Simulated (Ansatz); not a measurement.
Stepwise reaction of `C[S][AlH2]` with hydrogen chloride, as a gas-phase model of exchange steps in deposition or etching. ΔE in kJ/mol; ΔG adds harmonic PBE0-D4 terms to CCSD(T)/CBS, at 1 bar.

Program: Ansatz. Geometries: PBE0-D4/def2-TZVP. ΔE: electronic, gas phase. CBS: MP2 limit from def2 TZ/QZ plus the TZ coupled-cluster correction, frozen cores. This one scheme is used for every species. Functionals use def2-TZVPP. B3LYP here is the variant with VWN-RPA as its local correlation; programs differ in this. Each species was taken in one conformer, which may not be the lowest.

```
step                                   reaction  PBE-D4  B3LYP-D4  ωB97M-V  CCSD(T)/CBS  ΔG(500 K)
   1  `C[S][AlH2]` + HCl → `C[S][AlH][Cl]` + H₂  -143.2    -145.0   -145.6       -147.6     -139.3
```

Question: Give the row of step 2, `C[S][AlH][Cl]` + HCl → `C[S][Al]([Cl])[Cl]` + H₂. (Estimate.)

Answer: The calculation gave: 
| step | reaction | PBE-D4 | B3LYP-D4 | ωB97M-V | CCSD(T)/CBS | ΔG(500 K) |
| --- | --- | --- | --- | --- | --- | --- |
| 2 | `C[S][AlH][Cl]` + HCl → `C[S][Al]([Cl])[Cl]` + H₂ | -136.5 | -139.4 | -138.5 | -141.1 | -139.0 |

Question: By hand: ΔE of the 2 steps together at CCSD(T)/CBS.

Answer: (-147.6) + (-141.1) = -288.7 kJ/mol, or -144.3 kJ/mol a step.

In ΔE each step is higher than the one before. All are downhill at CCSD(T)/CBS. ΔG lies between -139.3 and -139.0 kJ/mol a step. PBE-D4 differs from CCSD(T)/CBS by 4.4 to 4.6 kJ/mol a step. Isolated molecules leave out the surface, adducts and barriers. Largest T1 diagnostic: 0.011.
